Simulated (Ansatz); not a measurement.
Input file for Ansatz (an electronic-structure program): R-CCSD(T)/aug-cc-pV(T+d)Z on AlFH2 (SMILES [F][AlH2]), atoms moved off the minimum. Files ending in .json are basis or fitting sets from the Basis Set Exchange.

Ansatz 0.2 input:
```yaml
crystal:
  periodic: [false, false, false]
  atoms:
    - {symbol: Al, position_ang: [-0.35641489, -0.45746982, 0.07972768]}
    - {symbol: H, position_ang: [0.54047334, -1.28255219, 1.17591479]}
    - {symbol: H, position_ang: [-1.59817485, -0.84557484, -0.47980322]}
    - {symbol: F, position_ang: [0.50972378, 0.94984275, -0.37613694]}
basis:
  gaussian:
    orbitals: aug-cc-pV_T+d_Z.json
magnetization: {spin_polarized: false}
correlation: {method: ccsd_t, electrons: outside_noble_gas}
scf: {lower_state_search: off}
output: {forces: true}
```

The head of its log:

```
WARN ansatz: RAYON_NUM_THREADS=1 ignored (pool sized by the plan → 1); use --threads N
Functional definition: HF
these checks for a lower state are left out or cut short: starts, cluster_reference, orbital_swaps, neighbouring_geometries, increment
integrals: 0.33 GiB planned
863 factors; integrals over basis functions are off by at most 1.1e-3 eV
mean field: 0.28 GiB planned
mean field evaluation 1: about -9321.3269 eV, gradient 3.2e1 eV
mean field evaluation 2: about -9321.3272 eV, gradient 3.2e1 eV
mean field evaluation 4: about -9323.2459 eV, gradient 1.7e0 eV
mean field evaluation 8: about -9323.2619 eV, gradient 2.8e-4 eV
mean field -9323.26186212 eV, -342.6235538991 hartree, gradient 2.4e-6 eV, S^2 0.000000; 0 other end points of the search recorded, 0 dependent functions left out
6 core orbitals not correlated
reference -9323.26186212 eV, -342.6235538991 hartree; 6, 6 occupied and 135, 135 virtual orbitals, 863 factors
too little memory for Intel AMX tiles; the run may be slower
densities: 1.46 GiB planned
```

Problem. Predict the final total energy.

Solution. -342.9973 hartree (reference determinant -342.6236, T1 diagnostic 0.013).
